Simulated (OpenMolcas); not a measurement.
**Predicting a hybrid from its neighbours: AlNH4O2**

AlNH4O2: 8 atoms, total charge 0, spin state singlet. SMILES: `[NH2][Al]([OH])[OH]`. The coordinates come from a PBE0-D4/def2-TZVP relaxation. This is one conformer, not always the lowest.

The vertical energy of the triplet above the singlet y, in eV, basis 6-311+G(d,p); a is the functional's share of exact exchange. Programs: OpenMolcas 26.06.

| functional | program | a | y (eV) |
| --- | --- | --- | --- |
| BLYP | OpenMolcas | 0 | 4.98 |
| revPBE | OpenMolcas | 0 | 5.02 |
| B3LYP | OpenMolcas | 0.2 | ? |
| PBE0 | OpenMolcas | 0.25 | 5.31 |
| BHLYP | OpenMolcas | 0.5 | 5.35 |

Problem. Fit y = c + s·a to the known rows and predict B3LYP.

Solution. 
1. Means of the 4 rows: a = 0.1875, y = 5.165.
2. Σ(Δa)² = 0.17188, Σ(Δa·Δy) = 0.12875, so the slope is 0.12875/0.17188 = 0.74907.
3. Intercept: 5.165 − (0.74907) × 0.1875 = 5.025. The largest residual of the fit is 0.098.
4. B3LYP: 5.025 + (0.74907) × 0.2 = 5.17 eV.

The run gave 5.30 eV, so the prediction is off by -0.13 eV, about the largest residual.
